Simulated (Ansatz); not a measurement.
Relaxation of BCl2H3OS (8 atoms, charge 0, multiplicity 1), to a largest force component of 0.03 eV/Å in at most 50 steps.

Level of theory: RKS B3LYP-D4/cc-pVDZ in Ansatz 0.2.0.

```xyz
8
Properties=species:S:1:pos:R:3:forces:R:3
B -0.037 -0.249 0.108 -0.20 -0.50 0.82
O -0.124 -0.562 1.451 -0.02 0.10 -0.94
H -1.049 -0.572 1.744 0.06 -0.01 -0.01
Cl 1.532 -0.386 -0.682 0.05 0.01 0.01
Cl -1.507 0.056 -0.844 0.04 0.03 0.00
S 0.478 2.626 1.135 -0.01 -0.27 0.44
H 1.807 2.336 1.104 -0.09 0.03 -0.01
H 0.225 1.559 1.976 0.17 0.61 -0.31
```

Task: Where does it end, and by what steps?

Result: The forces met the threshold. The force dipped under the threshold on the way, but the program's further checks kept it going. After 44 steps the energy has fallen by 0.132 eV; H8 moved furthest, 1.33 Å.

| step | energy less start (eV) | largest force component (eV/Å) | accepted |
| --- | --- | --- | --- |
| 0 | 0.0000 | 0.938 | yes |
| 2 | -0.0887 | 0.805 | yes |
| 4 | -0.1046 | 0.196 | yes |
| 6 | -0.1136 | 0.153 | yes |
| 8 | -0.0795 | 0.901 | no |
| 10 | -0.1155 | 0.235 | no |
| 12 | -0.1212 | 0.036 | yes |
| 14 | -0.1226 | 0.100 | yes |
| 16 | -0.1239 | 0.106 | yes |
| 18 | -0.1243 | 0.055 | yes |
| 20 | -0.1254 | 0.070 | yes |
| 22 | -0.1263 | 0.086 | yes |
| 24 | -0.1251 | 0.278 | no |
| 26 | -0.1270 | 0.093 | no |
| 28 | -0.1282 | 0.048 | yes |
| 30 | -0.1291 | 0.070 | yes |
| 32 | -0.1283 | 0.149 | no |
| 34 | -0.1300 | 0.135 | yes |
| 36 | -0.1309 | 0.022 | yes |
| 38 | -0.1313 | 0.055 | yes |
| 40 | -0.1315 | 0.040 | yes |
| 42 | -0.1318 | 0.060 | yes |
| 44 | -0.1319 | 0.016 | yes |

```xyz
8
Properties=species:S:1:pos:R:3
B -0.067 -0.441 0.199
O -0.545 -0.933 1.352
H -1.499 -0.796 1.450
Cl 1.670 -0.576 -0.118
Cl -1.132 0.261 -1.045
S 0.438 2.623 1.663
H 0.951 2.770 0.415
H 1.510 1.899 2.076
```

Run time: 110 s on 2 threads of Arm Neoverse V2 (shared host), peak memory 0.23 GiB.
